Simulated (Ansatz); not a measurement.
Reaction (formal exchange of groups at the Sn–O bond): `[OH][SnH]([OH])[OH]` + BH₃ → `[BH2][SnH]([OH])[OH]` + H₂O

Computed with Ansatz on PBE0-D4/def2-TZVP structures; ΔE is electronic, products minus reactants. CCSD(T)/CBS is the MP2 limit (def2-TZVPP, def2-QZVPP) plus CCSD(T) − MP2 in def2-TZVPP, frozen cores. This one scheme is used for every species. Functionals use def2-TZVPP. B3LYP here is the variant with VWN-RPA as its local correlation; programs differ in this. def2 core potentials past Kr. For Sn outer-core shells are correlated without core-valence functions, which leaves a few kJ/mol of doubt a bond. Each species was taken in one conformer, which may not be the lowest.

Task: Is it downhill or uphill in electronic energy at CCSD(T)/CBS, and by how much? (Best estimate.)

Result: Ansatz gave: Uphill: ΔE = +9.1 kcal/mol.

Task: What do these levels give: r2SCAN-D4, PBE0-D4, B3LYP-D4, ωB97X-V, ωB97M-V, B2PLYP, PBE, B3LYP, HF/def2-TZVPP, MP2/def2-TZVPP, SCS-MP2/def2-QZVPP, HF/CBS(def2)? (Best estimate.)

Result: The calculation gave: r2SCAN-D4 9.8, PBE0-D4 7.2, B3LYP-D4 9.5, ωB97X-V 10.1, ωB97M-V 9.6, B2PLYP 10.4, PBE 7.5, B3LYP 9.7, HF/def2-TZVPP 12.2, MP2/def2-TZVPP 9.8, SCS-MP2/def2-QZVPP 10.8, HF/CBS(def2) 12.4 kcal/mol.

Largest T1 diagnostic among the species: 0.014.

In def2-TZVPP, CCSD(T) changes the Hartree–Fock value by −3.1 kcal/mol (the triples alone add +0.2 kcal/mol) and MP2 by −2.3 kcal/mol.
